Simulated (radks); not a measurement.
Question: All-electron atom: Ti V in [Ar] (the NIST ground configuration). All-electron calculation, non-relativistic Kohn-Sham, LB94 model potential, spin-unpolarised, spherical densities, point nucleus. Program: a radial shooting solver on a logarithmic mesh with Libxc functionals. Some entries of the table are withheld. Estimate them.

| orbital | occ. | eigenvalue (Ry) | <r^2> (bohr^2) | r(max) (bohr) |
|---|---|---|---|---|
| 1s | 2 | -364.2184 | 0.006565 | 0.04614 |
| 2s | 2 | -44.81683 | (1) | 0.2716 |
| 2p | 6 | -38.40161 | 0.1029 | 0.2202 |
| 3s | 2 | -8.92932 | 1.116 | 0.8635 |
| 3p | 6 | -7.21942 | 1.244 | 0.8830 |
| 3d | 0 | -4.56955 | 1.563 | 0.8656 |
| 4s | 0 | -3.36227 | 5.975 | 2.177 |
| 4p | 0 | (2) | (3) | 2.364 |
| 4f | 0 | -1.66129 | 11.56 | 2.801 |

Answer: 
(1) 2s <r^2> (bohr^2): 0.1256
(2) 4p eigenvalue (Ry): -2.86659
(3) 4p <r^2> (bohr^2): 7.080
